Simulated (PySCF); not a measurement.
**Palladium: a sound run and one with changed settings**

Sound run: Pd⁺ [Kr] 4d9, Pd²⁺ [Kr] 4d8. Computed with PySCF 2.14 in cc-pVDZ-PP with ECP28MDF (4s4p3d1f, 38 functions), with scalar relativity through the core potential. In the sound run the correlated levels freeze 4s2 4p6 outside the core potential. The sound run starts from symmetry-adapted Hartree-Fock orbitals and uses a fine grid where one is needed.

A second run was set up differently.

```csv
species,method,sound run (hartree),changed run (hartree),converged
Pd⁺,MP2,-126.58463,-126.76077,yes
Pd²⁺,MP2,-125.89152,-126.06508,yes
```

Ionisation energy of Pd⁺:

| method | sound run (eV) | changed run (eV) |
| --- | --- | --- |
| UHF | 17.376 | 17.376 |
| MP2 | 18.860 | 18.931 |
| SCS-MP2 | 18.752 | 18.731 |

(1) What was changed?
A. level shift left on
B. all electrons correlated in a valence basis
C. minimal basis
D. a valence shell is frozen

Answers

(1) B. A valence basis has no tight correlating functions, so it recovers only part of the core correlation, and not evenly between atom and ion.
